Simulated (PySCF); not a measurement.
**Relaxation of singlet BiF3**

Method: PySCF, PBE0, basis Bi def2-TZVP with ECP60, F def2-TZVP (scalar-relativistic core potentials, no spin–orbit coupling, density fitting). A (50,194) grid was used.

A hand-made T-shaped start, of C2v symmetry, held to at least that symmetry:

```xyz
4
charge 0 multiplicity 1, angstrom
Bi    0.0000    0.0000   -0.1643
F     0.0000    0.0000    1.9857
F     2.1487    0.0000   -0.0893
F    -2.1487    0.0000   -0.0893
```

Optimiser trace:
```json
{"step": "0", "E − E(last) (kJ/mol)": "38.10", "largest gradient (Eh/bohr)": "0.05959"}
{"step": "1", "E − E(last) (kJ/mol)": "0.69", "largest gradient (Eh/bohr)": "0.00159"}
{"step": "2", "E − E(last) (kJ/mol)": "0.45", "largest gradient (Eh/bohr)": "0.00215"}
{"step": "3", "E − E(last) (kJ/mol)": "0.12", "largest gradient (Eh/bohr)": "0.00245"}
{"step": "4", "E − E(last) (kJ/mol)": "0.02", "largest gradient (Eh/bohr)": "0.00097"}
{"step": "5", "E − E(last) (kJ/mol)": "0.00", "largest gradient (Eh/bohr)": "0.00026"}
{"step": "6", "E − E(last) (kJ/mol)": "0.00", "largest gradient (Eh/bohr)": "0.00003"}
```

It ends at C2v with Bi–F 1.968 Å, Bi–F 2.077 Å (×2); F–Bi–F 87.2° (×2), F–Bi–F 174.3° (after a last refinement on a finer grid). A frequency run shows 1 imaginary mode, down to 166i cm⁻¹, so it is a saddle point. Other isomers or separated fragments may lie lower.

Final geometry:
Z-matrix (Å, degrees; charge 0 multiplicity 1):
```
Bi
F  1 1.9684
F  1 2.0774 2 87.17
F  1 2.0774 2 87.17 3 180.00
```

With an element this heavy the missing spin–orbit coupling can shift these numbers.

The relaxation took roughly 50 core-seconds on a shared host.
